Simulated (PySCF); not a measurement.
Molecule: SMILES C=[CH][AlH2-][NH3+], C2H8AlN.

Molfile (atoms numbered from 1):
```
C2H8AlN
     RDKit          3D

 12 11  0  0  0  0  0  0  0  0999 V2000
    2.1418    0.3220    0.2368 C   0  0  0  0  0  0  0  0  0  0  0  0
    1.0614   -0.2749    0.7665 C   0  0  0  0  0  0  0  0  0  0  0  0
   -0.4001   -0.9906   -0.3541 Al  0  0  0  0  0  4  0  0  0  0  0  0
   -1.7400    0.5922   -0.2273 N   0  0  0  0  0  0  0  0  0  0  0  0
    2.2664    0.4284   -0.8499 H   0  0  0  0  0  0  0  0  0  0  0  0
    2.9658    0.7245    0.8426 H   0  0  0  0  0  0  0  0  0  0  0  0
    1.0558   -0.3437    1.8665 H   0  0  0  0  0  0  0  0  0  0  0  0
   -1.3272   -2.1622    0.2389 H   0  0  0  0  0  0  0  0  0  0  0  0
   -0.1155   -0.9479   -1.9365 H   0  0  0  0  0  0  0  0  0  0  0  0
   -2.5782    0.4490   -0.7922 H   0  0  0  0  0  0  0  0  0  0  0  0
   -1.2880    1.4483   -0.5524 H   0  0  0  0  0  0  0  0  0  0  0  0
   -2.0405    0.7545    0.7348 H   0  0  0  0  0  0  0  0  0  0  0  0
  1  2  2  0
  2  3  1  0
  3  4  1  0
  1  5  1  0
  1  6  1  0
  2  7  1  0
  3  8  1  0
  3  9  1  0
  4 10  1  0
  4 11  1  0
  4 12  1  0
M  CHG  2   3  -1   4   1
M  END
```

Geometry PBE0-D3(BJ)/def2-SVP throughout; GIAO in PySCF 2.14.0 with density-fitted response routines, gas phase, one conformer, non-relativistic; equivalent atoms averaged; functional PBE0.

Task: How do the shifts δ (against TMS, AlH4-, NH3 at the same level) depend on the basis set? (ppm; last column core-seconds on 1 thread of an Arm Neoverse V1, shared host)

Result: 
```tsv
basis set	functions	C2	C1	Al3	N4	H7	H6	H5	H10/H11/H12	H8/H9	core-s
STO-3G	32	134.6	112.6	33.5	-4.4	6.14	5.35	5.30	1.65	1.44	2.2
6-31G	56	143.8	137.0	67.3	13.9	6.87	6.68	6.66	1.22	4.88	3.9
pcSseg-0	56	157.7	153.9	61.9	24.7	6.81	6.79	6.57	1.35	5.11	3.5
6-31G*	76	139.4	134.9	65.5	18.8	6.46	6.22	6.17	1.18	4.71	4.8
def2-SVP	100	146.1	138.9	53.2	28.7	6.61	6.38	6.18	1.55	4.22	5.9
cc-pVDZ	100	146.5	139.4	58.8	29.6	6.64	6.55	6.31	1.48	4.22	6.4
pcSseg-1	115	156.7	148.0	65.1	33.4	6.73	6.57	6.32	1.64	4.12	8.3
6-311+G(2d,p)	164	155.6	144.2	69.1	27.7	6.82	6.70	6.34	1.44	4.40	12
aug-cc-pVDZ	168	150.1	137.8	69.6	25.7	6.98	6.84	6.44	1.60	4.36	13
def2-TZVP	178	156.5	145.9	64.5	32.2	6.84	6.66	6.34	1.47	4.38	14
IGLO-III	229	161.5	148.9	60.2	28.6	6.84	6.68	6.33	1.63	4.23	18
cc-pVTZ	236	154.9	145.1	69.4	32.1	6.84	6.66	6.32	1.69	4.18	20
pcSseg-2	263	162.6	150.5	64.3	30.0	6.91	6.70	6.37	1.71	4.13	23
```

Task: Which nucleus moves most, in ppm?

Result: C1 (terminal =CH2 carbon): from 112.6 ppm with STO-3G to 153.9 ppm with pcSseg-0. The smallest spread is 0.53 ppm, at H10/H11/H12. Proton shifts span only some 12 ppm, so a few tenths of a ppm matter as much there as several ppm in carbon.

Task: Taking the largest basis, pcSseg-2 (263 functions), as the yardstick, rank the others by their worst heavy-atom deviation.

Result: IGLO-III 4.1 ppm (229 functions), pcSseg-0 5.3 ppm (56 functions), pcSseg-1 5.9 ppm (115 functions), def2-TZVP 6.0 ppm (178 functions), 6-311+G(2d,p) 7.0 ppm (164 functions), cc-pVTZ 7.6 ppm (236 functions), aug-cc-pVDZ 12.7 ppm (168 functions), cc-pVDZ 16.0 ppm (100 functions), def2-SVP 16.4 ppm (100 functions), 6-31G 18.7 ppm (56 functions), 6-31G* 23.1 ppm (76 functions), STO-3G 38.0 ppm (32 functions).

A small basis that lands close on one nucleus may do so by chance; judge by the trend and by all nuclei.
